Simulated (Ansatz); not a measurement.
Cartesian coordinates in Å:
```
F 1.462 -1.851 -1.131
In -0.120 -1.469 -0.067
F -1.851 -1.574 -0.947
F -0.048 -1.859 1.837
P 0.101 1.204 0.055
H 1.192 1.798 -0.605
H 0.225 1.788 1.329
H -0.960 1.964 -0.471
```

Total charge 0; spin multiplicity 1. In takes the def2 core potential.

Task: List the ωB97M-V/def2-TZVPP orbital energies in eV (Ansatz). (An estimate is asked.)

Result: The calculation gave: Occupied: -2107.67, -675.84, -675.84, -675.84, -185.23, -133.86, -133.86, -133.78, -131.73, -88.20, -87.96, -87.96, -33.75, -33.66, -33.65, -24.74, -24.61, -24.61, -24.38, -24.38, -22.92, -15.73, -15.43, -15.43, -13.71, -13.71, -13.66, -12.86, -12.86, -12.82, -12.60, -12.60, -11.99. Lowest empty: 0.07, 0.68, 0.68, 1.14, 2.09, 2.09, 2.55, 3.55.
